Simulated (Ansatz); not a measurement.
`[OH][Ge]([OH])[F]` radical, relaxed with UKS PBE-D4/def2-SVP in Ansatz 0.2.0 from a rough embedded geometry. The force threshold is 0.03 eV/Å; the program also tests the step.

Charge 0, multiplicity 2.

Start:

```xyz
6

O    -1.457   -0.189   -0.614
Ge    0.232   -0.081   -0.276
O     0.507    1.329    0.742
F     0.805   -1.452    0.541
H    -1.579   -1.007   -1.242
H     1.492    1.400    0.849
```

**Question.** How much energy does the relaxation release, and in how many steps? (Best estimate.)

**Answer.** Computed: 32.90 kJ/mol, in 5 steps.

**Question.** Which bonds change most? (An estimate is asked.)

**Answer.** Computed: Ge2–F4 from 1.695 to 1.780 Å; O1–Ge2 from 1.726 to 1.798 Å; O1–H5 from 1.039 to 0.977 Å; Ge2–O3 from 1.761 to 1.798 Å.

**Question.** Give the relaxed structure. (Estimate.)

**Answer.** Computed: 
```xyz
6

O    -1.430   -0.163   -0.667
Ge    0.349   -0.094   -0.411
O     0.512    1.364    0.629
F     0.836   -1.515    0.543
H    -1.677   -0.999   -1.108
H     1.409    1.407    1.014
```
